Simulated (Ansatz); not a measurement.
Steps of a relaxation of C₃H₈F₃NZr (`CC(C)[NH][Zr]([F])([F])[F]`) with RKS PBE0-D4/def2-TZVP.

```sh
$ ansatz run in.yaml --threads 2 --pin off --events-out ev --progress --plain --max-ram 32768MiB --backend cuda --devices 0, --max-vram 18GiB
```

```yaml
crystal:
  periodic: [false, false, false]
  atoms:
    - {symbol: C, position_ang: [-0.179880, -0.248700, -1.678100]}
    - {symbol: C, position_ang: [0.204240, -0.918880, -0.341710]}
    - {symbol: C, position_ang: [1.448910, -0.235520, 0.263430]}
    - {symbol: N, position_ang: [-0.872010, -0.807240, 0.633460]}
    - {symbol: Zr, position_ang: [-0.870900, 1.054570, 1.369920]}
    - {symbol: F, position_ang: [0.305950, 1.137140, 2.825030]}
    - {symbol: F, position_ang: [-0.472460, 2.443380, 0.178590]}
    - {symbol: F, position_ang: [-2.677910, 1.243940, 1.798050]}
    - {symbol: H, position_ang: [-0.508970, 0.782910, -1.489890]}
    - {symbol: H, position_ang: [0.664490, -0.238890, -2.364730]}
    - {symbol: H, position_ang: [-0.996850, -0.794700, -2.150080]}
    - {symbol: H, position_ang: [0.442050, -1.982720, -0.534330]}
    - {symbol: H, position_ang: [1.611230, -0.625190, 1.275580]}
    - {symbol: H, position_ang: [2.330900, -0.444020, -0.341240]}
    - {symbol: H, position_ang: [1.301490, 0.859130, 0.309180]}
    - {symbol: H, position_ang: [-1.730290, -1.225200, 0.246830]}
basis:
  gaussian: {orbitals: def2-TZVP}
hamiltonian: {xc: pbe0, dispersion: d4}
relax: {f_tol: 0.005, max_steps: 150}
```

Positions (Å) and forces (eV/Å) along the path, 9 of 13 steps:

```xyz
16
step=1 energy=-14162.4324 eV
C    -0.180   -0.249   -1.678    0.120   -0.339    0.483
C     0.204   -0.919   -0.342    0.426    0.074   -0.446
C     1.449   -0.236    0.263   -0.554   -0.558    0.021
N    -0.872   -0.807    0.633   -0.620   -0.654   -1.065
Zr   -0.871    1.055    1.370   -0.554   -0.436    0.559
F     0.306    1.137    2.825    0.690    0.110    1.102
F    -0.472    2.443    0.179    0.337    1.026   -0.951
F    -2.678    1.244    1.798   -1.048    0.198    0.442
H    -0.509    0.783   -1.490    0.136   -0.169   -0.237
H     0.664   -0.239   -2.365    0.076    0.063   -0.147
H    -0.997   -0.795   -2.150   -0.096    0.008   -0.052
H     0.442   -1.983   -0.534    0.009    0.294    0.124
H     1.611   -0.625    1.276    0.123    0.134   -0.159
H     2.331   -0.444   -0.341    0.018    0.262   -0.006
H     1.301    0.859    0.309    0.478   -0.164   -0.156
H    -1.730   -1.225    0.247    0.460    0.151    0.487
16
step=4 energy=-14162.8719 eV
C    -0.076   -0.380   -1.795    0.427   -0.198   -0.231
C     0.238   -0.849   -0.390   -0.486   -0.190   -0.142
C     1.521   -0.242    0.151   -0.126   -0.245    0.010
N    -0.901   -0.510    0.447    0.014    0.188    0.571
Zr   -1.100    1.133    1.586   -0.052    0.040    0.207
F     0.138    1.074    3.046    0.014    0.000   -0.039
F    -0.669    2.639    0.492    0.064    0.059   -0.028
F    -2.899    1.226    2.204   -0.013   -0.057   -0.026
H    -0.219    0.698   -1.784   -0.007    0.185   -0.120
H     0.752   -0.629   -2.459    0.050    0.062   -0.243
H    -0.980   -0.847   -2.192    0.014   -0.003    0.094
H     0.329   -1.940   -0.393    0.207   -0.082    0.002
H     1.729   -0.589    1.166   -0.034    0.038   -0.017
H     2.366   -0.518   -0.481    0.013    0.042   -0.018
H     1.460    0.846    0.149    0.063    0.247    0.005
H    -1.689   -1.112    0.255   -0.150   -0.087   -0.026
16
step=5 energy=-14162.9198 eV
C    -0.044   -0.419   -1.840    0.074   -0.035   -0.016
C     0.211   -0.840   -0.399   -0.136   -0.089   -0.045
C     1.484   -0.213    0.139    0.030   -0.052    0.028
N    -0.921   -0.479    0.452    0.073    0.038    0.001
Zr   -1.091    1.143    1.631    0.021   -0.024    0.074
F     0.157    1.021    3.079   -0.044    0.005   -0.039
F    -0.627    2.683    0.594   -0.001   -0.011    0.020
F    -2.897    1.187    2.239    0.032   -0.002   -0.010
H    -0.173    0.667   -1.886    0.012   -0.041   -0.045
H     0.790   -0.702   -2.490   -0.048    0.023    0.037
H    -0.951   -0.887   -2.231   -0.006    0.014    0.006
H     0.328   -1.933   -0.365    0.043    0.043   -0.003
H     1.678   -0.526    1.168   -0.005    0.024   -0.017
H     2.341   -0.505   -0.472   -0.010    0.031    0.017
H     1.430    0.881    0.103    0.013    0.056   -0.003
H    -1.718   -1.081    0.278   -0.049    0.022   -0.003
16
step=6 energy=-14162.9311 eV
C    -0.032   -0.471   -1.859   -0.011   -0.012    0.056
C     0.209   -0.836   -0.400    0.016    0.158    0.014
C     1.472   -0.175    0.127    0.002   -0.006   -0.018
N    -0.926   -0.445    0.431   -0.011   -0.039   -0.132
Zr   -1.077    1.122    1.680   -0.049    0.083   -0.007
F     0.156    0.956    3.133    0.036   -0.027    0.013
F    -0.608    2.697    0.695   -0.013   -0.022    0.056
F    -2.887    1.160    2.276    0.032    0.002   -0.023
H    -0.128    0.614   -1.963    0.010   -0.008    0.005
H     0.789   -0.808   -2.497    0.001   -0.015    0.026
H    -0.954   -0.926   -2.223   -0.033   -0.034   -0.048
H     0.338   -1.921   -0.321    0.030   -0.105   -0.019
H     1.668   -0.452    1.166   -0.008    0.008    0.010
H     2.338   -0.472   -0.467    0.007    0.005    0.006
H     1.404    0.918    0.054   -0.006   -0.003    0.003
H    -1.760   -0.962    0.169   -0.005    0.014    0.057
16
step=7 energy=-14162.9397 eV
C    -0.010   -0.541   -1.893    0.000    0.068    0.057
C     0.199   -0.816   -0.406    0.029    0.133   -0.002
C     1.453   -0.124    0.107    0.020    0.039   -0.024
N    -0.947   -0.370    0.382   -0.111   -0.103   -0.113
Zr   -1.071    1.120    1.733    0.084    0.089   -0.097
F     0.168    0.824    3.165   -0.074    0.005   -0.069
F    -0.579    2.769    0.874   -0.056   -0.176    0.114
F    -2.885    1.134    2.319    0.067    0.010   -0.015
H    -0.080    0.539   -2.073    0.012   -0.146    0.039
H     0.813   -0.942   -2.496   -0.064    0.030    0.097
H    -0.938   -1.000   -2.242    0.003   -0.016   -0.028
H     0.330   -1.898   -0.261   -0.021    0.022   -0.024
H     1.636   -0.349    1.163   -0.014    0.007   -0.044
H     2.329   -0.445   -0.459   -0.009    0.013    0.026
H     1.376    0.966   -0.019   -0.002   -0.078    0.007
H    -1.794   -0.866    0.107    0.135    0.104    0.074
16
step=9 energy=-14162.9483 eV
C    -0.012   -0.588   -1.901    0.002    0.005    0.004
C     0.194   -0.796   -0.408   -0.029   -0.008   -0.006
C     1.433   -0.067    0.087   -0.017    0.032   -0.017
N    -0.963   -0.343    0.354   -0.021    0.013    0.008
Zr   -1.050    1.104    1.753    0.065   -0.021    0.004
F     0.128    0.676    3.203   -0.040    0.018   -0.045
F    -0.464    2.759    0.987   -0.010   -0.022    0.025
F    -2.868    1.184    2.309   -0.008    0.006   -0.001
H    -0.120    0.478   -2.125   -0.001   -0.029    0.007
H     0.838   -0.977   -2.467   -0.011    0.008   -0.004
H    -0.912   -1.102   -2.251    0.025    0.014    0.016
H     0.339   -1.871   -0.227    0.001    0.023    0.006
H     1.607   -0.251    1.152    0.008   -0.003   -0.007
H     2.321   -0.399   -0.452    0.002   -0.008    0.007
H     1.343    1.014   -0.081   -0.004   -0.033    0.002
H    -1.813   -0.820    0.069    0.037    0.004   -0.001
16
step=10 energy=-14162.9491 eV
C    -0.011   -0.606   -1.905   -0.006   -0.009    0.002
C     0.192   -0.790   -0.409    0.003   -0.006   -0.007
C     1.427   -0.048    0.075   -0.008    0.014   -0.008
N    -0.967   -0.330    0.344   -0.004    0.016    0.015
Zr   -1.042    1.096    1.764    0.004    0.025    0.018
F     0.105    0.629    3.225   -0.021    0.002   -0.032
F    -0.424    2.762    1.046   -0.006   -0.033    0.008
F    -2.867    1.200    2.298    0.014   -0.003   -0.002
H    -0.132    0.453   -2.145    0.000   -0.006    0.004
H     0.845   -0.994   -2.463   -0.001    0.003   -0.005
H    -0.903   -1.137   -2.249    0.006    0.006    0.005
H     0.343   -1.862   -0.210   -0.002    0.011   -0.002
H     1.601   -0.213    1.143    0.005    0.002   -0.002
H     2.318   -0.388   -0.454    0.002   -0.004    0.005
H     1.332    1.029   -0.113    0.000   -0.016    0.005
H    -1.817   -0.802    0.052    0.013   -0.002   -0.004
16
step=11 energy=-14162.9493 eV
C    -0.012   -0.611   -1.904   -0.002    0.000    0.003
C     0.192   -0.787   -0.408    0.013   -0.010   -0.006
C     1.427   -0.042    0.072    0.001    0.003   -0.003
N    -0.968   -0.326    0.343   -0.003    0.013    0.013
Zr   -1.045    1.096    1.766    0.014    0.000   -0.005
F     0.096    0.608    3.223   -0.006    0.004    0.000
F    -0.409    2.757    1.057   -0.002   -0.006    0.003
F    -2.870    1.208    2.296   -0.007   -0.001    0.003
H    -0.138    0.448   -2.148    0.001    0.001   -0.001
H     0.845   -0.996   -2.463    0.001    0.001    0.000
H    -0.902   -1.146   -2.245   -0.001    0.000    0.002
H     0.345   -1.857   -0.204   -0.003    0.001    0.001
H     1.601   -0.200    1.142   -0.002    0.002   -0.005
H     2.319   -0.386   -0.453   -0.003   -0.002    0.000
H     1.333    1.033   -0.123    0.001   -0.003    0.003
H    -1.815   -0.800    0.050   -0.002   -0.004   -0.006
16
step=13 energy=-14162.9494 eV
C    -0.013   -0.611   -1.904   -0.001    0.000    0.001
C     0.194   -0.787   -0.408    0.001    0.002   -0.002
C     1.430   -0.042    0.070    0.001   -0.001    0.000
N    -0.965   -0.324    0.343    0.001    0.001    0.000
Zr   -1.046    1.096    1.768   -0.001   -0.001    0.001
F     0.090    0.610    3.229    0.000    0.000    0.000
F    -0.410    2.758    1.062    0.000    0.000    0.000
F    -2.873    1.205    2.294    0.000    0.000   -0.001
H    -0.138    0.447   -2.148    0.000    0.000    0.000
H     0.842   -0.998   -2.464    0.000    0.000    0.000
H    -0.904   -1.146   -2.243    0.000    0.000   -0.001
H     0.346   -1.857   -0.203    0.000    0.000    0.000
H     1.604   -0.198    1.139    0.000    0.000    0.000
H     2.321   -0.389   -0.456    0.000    0.000    0.000
H     1.336    1.033   -0.127    0.000    0.000    0.000
H    -1.813   -0.797    0.049    0.000    0.001    0.001
```

Hardware: 2 threads of an AMD EPYC 7R13 on a shared host and a share of an NVIDIA H100 80 GB. Wall time 54 s, peak host memory 0.97 GiB.
